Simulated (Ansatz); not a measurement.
A run for Ansatz (a quantum-chemistry and plane-wave program): R-B3LYP/def2-TZVPPD on H2O (SMILES O). The basis file is the Basis Set Exchange's JSON of that set.

Ansatz 0.2 input:
```yaml
crystal:
  periodic: [false, false, false]
  atoms:
    - {symbol: O, position_ang: [-0.00000000, 0.00000000, 0.38961139]}
    - {symbol: H, position_ang: [0.00000000, 0.76498632, -0.19485569]}
    - {symbol: H, position_ang: [0.00000000, -0.76498632, -0.19485569]}
basis:
  gaussian:
    orbitals: def2-TZVPPD.json
hamiltonian:
  xc: {name: B3LYP}
scf: {lower_state_search: off}
```

Output:

```
WARN ansatz: RAYON_NUM_THREADS=4 ignored (pool sized by the plan → 4); use --threads N
Functional definition: B3LYP
these checks for a lower state are left out or cut short: stability, starts, cluster_reference, orbital_swaps, neighbouring_geometries, increment
integrals: 0.01 GiB planned
302 factors; their error is unknown
mean field: 0.13 GiB planned
mean field evaluation 1: about -2076.1352 eV, gradient 5.5e1 eV
mean field evaluation 2: about -2064.0175 eV, gradient 9.7e1 eV
mean field evaluation 4: about -2080.8344 eV, gradient 4.1e-1 eV
mean field evaluation 8: about -2080.8395 eV, gradient 1.5e-3 eV
mean field -2080.83949170 eV, -76.4694408764 hartree, gradient 1.5e-6 eV, S^2 0.000000; 0 other end points of the search recorded, 0 dependent functions left out
reference -2080.83968011 eV, -76.4694478002 hartree; 5, 5 occupied and 69, 69 virtual orbitals, 302 factors
Total energy: -2080.83968011 eV, -76.4694478002 hartree
Checks for a lower state left out: stability, starts, cluster_reference, orbital_swaps, neighbouring_geometries, increment
```

Self-consistency was reached.

Cost: around 0.17 core-seconds (rough).
